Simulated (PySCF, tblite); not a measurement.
Species: C₅H₄F₃NO₂.
Geometry (GFN2-xTB, Å), atoms numbered from 1 in this order:
```xyz
15
C5H4F3NO2 angstrom
C     -1.779   -0.552   -0.088
C     -1.008    0.440    0.715
O     -1.354    0.941    1.743
C      0.356    0.858    0.081
C      0.075    1.986   -0.789
N     -0.183    2.866   -1.467
O      0.950   -0.181   -0.718
C      1.727   -1.030   -0.068
F      2.772   -0.446    0.538
F      2.201   -1.926   -0.916
F      1.084   -1.704    0.906
H     -1.372   -1.547    0.092
H     -1.693   -0.339   -1.151
H     -2.820   -0.546    0.226
H      1.041    1.188    0.874
```

Method used: PBE0/pcSseg-1 in PySCF (dipole) on a GFN2-xTB geometry, gas phase.

Masses are those of the commonest isotopes; rigid-rotor values at the optimised geometry. The values belong to one conformer with, in the numbering `[CH3:1][C:2](=[O:3])[C@H:4]([C:5]#[N:6])[O:7][C:8]([F:9])([F:10])[F:11]`, C1–C2–C4–C5 89°, C2–C4–O7–C8 -88°.

Problem. Give the principal moments of inertia and the rotational constants in cm⁻¹.

Solution. Ia = 315.32, Ib = 609.70, Ic = 738.18 u·Å²; 505379 MHz·u·Å²/I gives 1603, 828.9 and 684.6 MHz, that is A = 0.05346, B = 0.02765, C = 0.02284 cm⁻¹.

Problem. What kind of rotor is it?

Solution. An asymmetric top: κ = (2 × 828.9 − 1603 − 684.6)/(1603 − 684.6) = -0.69.

Problem. Is it planar, by Δ = Ic − Ia − Ib?

Solution. Not planar: Δ = Ic − Ia − Ib = -186.84 u·Å². For a rigid frame Δ = −2 Σ m c², so Σ m c² = 93.42 u·Å² lies off the ab plane: 10.29 from hydrogen and 83.13 from heavier atoms. The atom farthest from that plane is 2.02 Å away.

Problem. Give the other two planar moments, Paa and Pbb, and the rms extents of the mass along the axes.

Solution. Paa = Σ m a² = (Ib + Ic − Ia)/2 = 516.28 and Pbb = Σ m b² = (Ia + Ic − Ib)/2 = 221.90 u·Å². With the mass M = 167.02 u, the rms extents √(P/M) along a, b and c are 1.76, 1.15, 0.75 Å.

Problem. List the rotational levels J(Ka,Kc) to J = 3 (cm⁻¹).

Solution. Above 0(0,0):
J = 1: 1(0,1) 0.0505, 1(1,1) 0.0763, 1(1,0) 0.0811
J = 2: 2(0,2) 0.1508, 2(1,2) 0.1725, 2(1,1) 0.1869, 2(2,1) 0.2643, 2(2,0) 0.2649
J = 3: 3(0,3) 0.2999, 3(1,3) 0.3163, 3(1,2) 0.3452, 3(2,2) 0.4158, 3(2,1) 0.4188, 3(3,1) 0.5573, 3(3,0) 0.5573

Problem. Which lines would a microwave search look for?

Solution. The dipole components are |μa| = 1.34 D, |μb| = 1.57 D, |μc| = 0.91 D. The squared components, which scale the intensities, stand as 0.72 : 1.00 : 0.33 (a : b : c). Some lines, for components of 0.1 D or more:

| type | branch | J(Ka,Kc) | MHz | lower level (cm⁻¹) |
| --- | --- | --- | --- | --- |
| a | Q | 2(1,1) ← 2(1,2) | 433 | 0.172 |
| c | Q | 2(1,2) ← 2(0,2) | 648 | 0.151 |
| b | Q | 2(1,1) ← 2(0,2) | 1081 | 0.151 |
| b | Q | 3(1,2) ← 3(0,3) | 1356 | 0.300 |
| a | R | 1(0,1) ← 0(0,0) | 1514 | 0.000 |
| b | Q | 3(2,1) ← 3(1,2) | 2207 | 0.345 |
| b | R | 2(0,2) ← 1(1,1) | 2235 | 0.076 |
| c | Q | 2(2,1) ← 2(1,1) | 2322 | 0.187 |
| b | R | 3(1,2) ← 2(2,1) | 2423 | 0.264 |
| c | R | 1(1,0) ← 0(0,0) | 2432 | 0.000 |
| b | Q | 2(2,1) ← 2(1,2) | 2754 | 0.172 |
| a | R | 2(1,1) ← 1(1,0) | 3171 | 0.081 |
| b | R | 3(0,3) ← 2(1,2) | 3821 | 0.172 |
| c | Q | 3(3,1) ← 3(2,1) | 4151 | 0.419 |
| b | Q | 3(3,1) ← 3(2,2) | 4241 | 0.416 |
| a | R | 3(1,3) ← 2(1,2) | 4313 | 0.172 |
| a | R | 3(0,3) ← 2(0,2) | 4469 | 0.151 |
| a | R | 3(2,2) ← 2(2,1) | 4541 | 0.264 |
| a | R | 3(2,1) ← 2(2,0) | 4612 | 0.265 |
| b | R | 3(1,3) ← 2(0,2) | 4961 | 0.151 |
| c | R | 2(2,0) ← 1(1,0) | 5511 | 0.081 |
| b | R | 2(2,0) ← 1(1,1) | 5656 | 0.076 |
| c | R | 3(2,1) ← 2(1,1) | 6952 | 0.187 |
| b | R | 3(2,1) ← 2(1,2) | 7385 | 0.172 |
| c | R | 3(3,0) ← 2(2,0) | 8765 | 0.265 |
| b | R | 3(3,0) ← 2(2,1) | 8783 | 0.264 |

Problem. Estimate the classical rotational partition function at 25 K, 50 K and 298.15 K.

Solution. Point group C1, symmetry number σ = 1; q = (√π/σ)·√((kT/h)³/(ABC)), k/h = 20836.6 MHz/K: 22100 at 25 K, 62500 at 50 K, 910000 at 298.15 K.

Its GFN2-xTB frequencies are all real (lowest 31 cm⁻¹). Constants of a rigid frame at the computed geometry: no zero-point averaging, no centrifugal distortion. A rigid rotor knows nothing of internal rotation, which can split or shift real lines. Quadrupole hyperfine structure (14N) is left out.
